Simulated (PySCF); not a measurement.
**Ni (nickel, neutral) across methods**

[Ar] 3d8 4s2, high-spin 3F determinant. All numbers are calculated (PySCF 2.14, the spin-free X2C one-electron Hamiltonian (Gaussian nucleus), in x2c-QZVPPall (11s7p6d4f2g, 108 functions)).

| method | E (hartree) | mean ε 3d β (eV) | mean ε 4s α (eV) | mean ε 4s β (eV) | Σ⟨r²⟩ (bohr²) | ⟨S²⟩ |
| --- | --- | --- | --- | --- | --- | --- |
| B97-3 | -1520.448 | -10.697 | -6.384 | -6.062 | 35.95 | 2.003 |
| PBE | -1520.365 | -8.161 | -5.803 | -5.428 | 35.71 | 2.003 |
| BHandHLYP | -1520.565 | -12.950 | -7.116 | -6.801 | 35.97 | 2.003 |
| r2SCAN | -1520.579 | -8.577 | -6.017 | -5.625 | 35.46 | 2.004 |
| UHF | -1519.13709 | -17.208 | -7.888 | -7.416 | 37.27 | 2.005 |
| PBE0 | -1520.364 | -10.542 | -6.499 | -6.119 | 35.74 | 2.003 |
| r2SCANh | -1520.561 | -9.495 | -6.280 | -5.888 | 35.51 | 2.004 |

**Question.** Estimate the same row for LDA.

**Answer.** E (hartree) = -1517.836; mean ε 3d β (eV) = -8.238; mean ε 4s α (eV) = -6.019; mean ε 4s β (eV) = -5.657; Σ⟨r²⟩ (bohr²) = 35.35; ⟨S²⟩ = 2.003.
